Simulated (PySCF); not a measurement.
Job file and geometry (Å, from GFN2-xTB) of an NMR shielding run on `[C@H]12[C@H]3[C@]4(C#C)[C@@H]5[C@H]3[C@@]1(C)[C@@H]5[C@@H]42`, C₁₁H₁₀, GIAO PBE0/pcSseg-1 NMR shielding, non-relativistic, gas phase in PySCF 2.14.0, density-fitted response routines; density fitting, a coarse starting grid and PySCF grid level 2 are the driver's defaults:

```
$ OMP_NUM_THREADS=1 python probes_run.py task.json out

{"job": {"kind": "nmr", "xc": "PBE0", "basis": "pcSseg-1"}, "charge": 0, "multiplicity": 1}
C      3.970587     0.055427     0.569706
C      2.779529     0.040506     0.426949
C      1.370302     0.021295     0.258633
C      0.489125    -1.255371     0.162998
C     -0.267552    -0.643126    -1.032189
C      0.592779     0.632538    -0.940285
C     -0.422725     1.256833     0.036789
C      0.334153     0.647451     1.233126
C     -0.526392    -0.627726     1.137883
C     -1.299138    -0.017757    -0.059114
C     -2.788082    -0.039131    -0.237093
H      5.011800     0.068702     0.695246
H      0.869163    -2.268615     0.215991
H     -0.509758    -1.166225    -1.949818
H      1.055967     1.141297    -1.777225
H     -0.791348     2.274495    -0.013628
H      0.589781     1.168200     2.148094
H     -0.978717    -1.138699     1.979574
H     -3.064226     0.458579    -1.165386
H     -3.149845    -1.065607    -0.271530
H     -3.274324     0.473876     0.591173
```

Question: Write the output of this run.

Answer: 
```
coarse grid: 18152 points
cycle   1  E = -424.2545697540  dE =  2.423e+00  |g| = 4.446e-01  |ddm| = 5.670e+00
cycle   2  E = -424.2599149263  dE = -5.345e-03  |g| = 4.439e-01  |ddm| = 1.816e+00
cycle   3  E = -424.3090679601  dE = -4.915e-02  |g| = 7.529e-02  |ddm| = 9.873e-01
cycle   4  E = -424.3100425007  dE = -9.745e-04  |g| = 3.270e-02  |ddm| = 2.795e-01
cycle   5  E = -424.3102742538  dE = -2.318e-04  |g| = 1.158e-02  |ddm| = 5.022e-02
cycle   6  E = -424.3103020889  dE = -2.784e-05  |g| = 5.470e-03  |ddm| = 1.663e-02
cycle   7  E = -424.3103091545  dE = -7.066e-06  |g| = 5.767e-04  |ddm| = 5.771e-03
final grid: 177008 points
cycle   8  E = -424.3846860531  dE = -7.518e-05  |g| = 9.474e-03  |ddm| = 1.627e-01
cycle   9  E = -424.3846659516  dE =  2.010e-05  |g| = 1.334e-02  |ddm| = 5.658e-02
cycle  10  E = -424.3847083143  dE = -4.236e-05  |g| = 2.274e-03  |ddm| = 3.289e-02
cycle  11  E = -424.3847094589  dE = -1.145e-06  |g| = 7.046e-04  |ddm| = 2.560e-03
cycle  12  E = -424.3847095738  dE = -1.149e-07  |g| = 1.868e-04  |ddm| = 1.342e-03
cycle  13  E = -424.3847095819  dE = -8.186e-09  |g| = 3.044e-05  |ddm| = 2.271e-04
cycle  14  E = -424.3847095822  dE = -2.075e-10  |g| = 1.017e-05  |ddm| = 4.155e-05
converged SCF energy = -424.3847095822

GIAO shielding tensors (ppm)
atom      isotropic    diamagn.    paramagn.     s11        s22        s33       span
  0 C      100.869     261.041    -160.171     44.081     44.152    214.375    170.293
  1 C       98.823     237.071    -138.247     -2.905     -2.854    302.229    305.134
  2 C      143.263     260.831    -117.568    125.521    152.084    152.184     26.663
  3 C      141.926     232.814     -90.888    119.637    143.018    163.122     43.485
  4 C      142.926     231.604     -88.678    121.087    145.302    162.387     41.300
  5 C      141.934     232.181     -90.247    119.600    143.094    163.110     43.510
  6 C      142.947     232.414     -89.468    121.102    145.317    162.421     41.319
  7 C      141.934     233.436     -91.501    119.604    143.074    163.124     43.519
  8 C      142.942     233.203     -90.261    121.082    145.317    162.426     41.344
  9 C      133.052     251.099    -118.047    112.852    143.139    143.164     30.312
 10 C      165.949     238.912     -72.963    157.367    157.397    183.083     25.716
 11 H       29.339      34.839      -5.501     25.119     25.119     37.778     12.659
 12 H       28.045      30.829      -2.784     26.185     27.647     30.303      4.118
 13 H       28.374      30.577      -2.204     26.517     27.838     30.765      4.248
 14 H       28.043      30.550      -2.508     26.183     27.641     30.304      4.121
 15 H       28.378      30.854      -2.476     26.518     27.843     30.772      4.253
 16 H       28.046      31.106      -3.060     26.182     27.650     30.305      4.123
 17 H       28.375      31.126      -2.750     26.515     27.841     30.770      4.256
 18 H       30.433      26.440       3.993     26.577     28.439     36.283      9.705
 19 H       30.432      26.421       4.011     26.576     28.435     36.286      9.710
 20 H       30.435      26.404       4.030     26.577     28.438     36.288      9.711
```

Size and cost of the density-fitted run: 237 basis functions, 50 s wall time on 1 thread of an Arm Neoverse V1, shared host; peak memory 1.1 GiB.
